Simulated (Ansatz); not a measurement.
All numbers were calculated with Ansatz.

C2H9AlSi2, SMILES `C[SiH2][SiH]1[CH2][AlH]1` at its PBE0-D4/def2-TZVP geometry, where that method's forces vanish. The species carries charge 0 and has multiplicity 1.

```
atom    x (Å)    y (Å)    z (Å)
  C1  -0.3657   0.6951   2.3578
 Si2  -0.0641   1.3138   0.6098
 Si3  -0.7446  -0.1746  -1.0436
  C4   0.4755  -1.6754  -1.2006
 Al5   0.7549  -0.5665  -2.7773
  H6  -1.4344   0.5615   2.5389
  H7   0.0209   1.4048   3.0932
  H8   0.1273  -0.2662   2.5168
  H9   1.4011   1.5252   0.4046
 H10  -0.7291   2.6335   0.4141
 H11  -2.1960  -0.5158  -0.9876
 H12   1.1745  -1.8600  -0.3854
 H13  -0.0426  -2.6095  -1.4459
 H14   1.6222  -0.4659  -4.0948
```

Task: For each bond, give half the difference of the two atoms' forces along it (eV/Å; positive pushes the atoms apart) under PBE-D4, r2SCAN-D4, B3LYP-D4, ωB97M-V in def2-TZVPP. (Estimate.)

Result: The calculation gave: 
| bond | length (Å) | PBE-D4 | r2SCAN-D4 | B3LYP-D4 | ωB97M-V |
| --- | --- | --- | --- | --- | --- |
| C1–Si2 | 1.879 | 0.03 | 0.03 | 0.12 | 0.05 |
| C1–H6 | 1.092 | 0.11 | -0.01 | -0.04 | -0.04 |
| C1–H7 | 1.093 | 0.11 | -0.01 | -0.05 | -0.06 |
| C1–H8 | 1.092 | 0.11 | -0.01 | -0.04 | -0.03 |
| Si2–Si3 | 2.326 | -0.10 | -0.01 | 0.04 | 0.04 |
| Si2–H9 | 1.495 | 0.08 | -0.01 | -0.09 | -0.10 |
| Si2–H10 | 1.491 | 0.08 | -0.02 | -0.10 | -0.11 |
| Si3–C4 | 1.941 | 0.09 | 0.06 | 0.13 | 0.02 |
| Si3–Al5 | 2.325 | 0.08 | 0.04 | 0.14 | 0.07 |
| Si3–H11 | 1.492 | 0.08 | -0.02 | -0.11 | -0.12 |
| C4–Al5 | 1.948 | 0.06 | 0.00 | 0.12 | 0.03 |
| C4–H12 | 1.090 | 0.10 | -0.01 | -0.07 | -0.04 |
| C4–H13 | 1.096 | 0.11 | 0.00 | -0.07 | -0.04 |
| Al5–H14 | 1.581 | 0.02 | -0.02 | -0.13 | -0.14 |

B3LYP here is the variant with VWN-RPA as its local correlation; programs differ in this.
